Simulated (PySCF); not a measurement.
How methods differ on the ionisation energy of Pd²⁴⁺

Pd²⁴⁺ [Ar] 3d4 (5D) → Pd²⁵⁺ [Ar] 3d3 (4F), as a difference of total energies. All numbers are calculated (PySCF 2.14, scalar relativity by spin-free X2C-1e, in an even-tempered Gaussian basis (19 s from 2.9 bohr⁻², ratio 2.5; 12 p from 3.8 bohr⁻², ratio 2.5; 8 d from 3.8 bohr⁻², ratio 2.5; 4 f from 15 bohr⁻², ratio 2.7; 3 g from 22 bohr⁻², ratio 2.7)). Correlated levels: outer shells: [Ne] frozen; virtual orbitals above 40 to 60 times the deepest correlated orbital energy dropped. The calculations carry no spin-orbit coupling.

| method | ionisation energy (eV) |
| --- | --- |
| UHF | 1217.8 |
| LDA | 1218.4 |
| PBE | 1217.6 |
| r2SCAN | 1217.5 |
| B3LYP | 1218.0 |
| M06 | 1219.2 |
| MP2 (outer shells) | 1218.5 |

**Question.** Estimate what SCS-MP2 (outer shells) gives.

**Answer.** 1218.0 eV, closest to B3LYP among the rows shown.

**Question.** Estimate what PBE0 gives.

**Answer.** 1218.1 eV, closest to B3LYP among the rows shown.

A first-order spin-orbit estimate (lowest level to lowest level, LS coupling) adds -1.518 eV.

Breit and QED terms and the two-electron picture change are absent.

For comparison: 1218 ± 4 eV (theoretical estimate listed by NIST; NIST Atomic Spectra Database, ionization energies).
